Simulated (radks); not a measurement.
N V, configuration [He] 2s1.

All-electron calculation, non-relativistic Kohn-Sham, revPBE, spin-unpolarised, spherical densities, point nucleus; without spin polarisation the odd electron is poorly described. Program: a radial shooting solver on a logarithmic mesh with Libxc functionals.

Energy parts (hartree):
part                      energy
total                  -48.33369
kinetic                 48.27165
electron-nucleus      -103.01125
Hartree                 11.07827
exchange-correlation    -4.67237

Orbitals (lengths in bohr, moments of r in powers of bohr; <r^-3> diverges for s and p1/2):
orbital  occ.  eigenvalue (hartree)    <r^2>  <r^-3>   <1/r>
1s          2             -17.63706  0.07025       -   6.666
2s          1              -3.21585    1.304       -   1.384
2p          0              -2.84310    1.129   6.587   1.314
3d          0              -1.07177    5.602  0.2751  0.5305

The highest occupied level is 2s at -87.508 eV. For comparison, the ionisation energy in NIST's Atomic Spectra Database is 97.890 eV (measured). In exact Kohn-Sham theory the highest level is minus the ionisation energy, but local and semilocal functionals leave it too shallow, through self-interaction and a potential that decays too fast; potentials with the right tail come closer. The electron density at the nucleus is 207 e/bohr^3. Virial ratio -V/T = 2.00129. The density falls to 0.001 e/bohr^3 at r = 2.16 bohr.
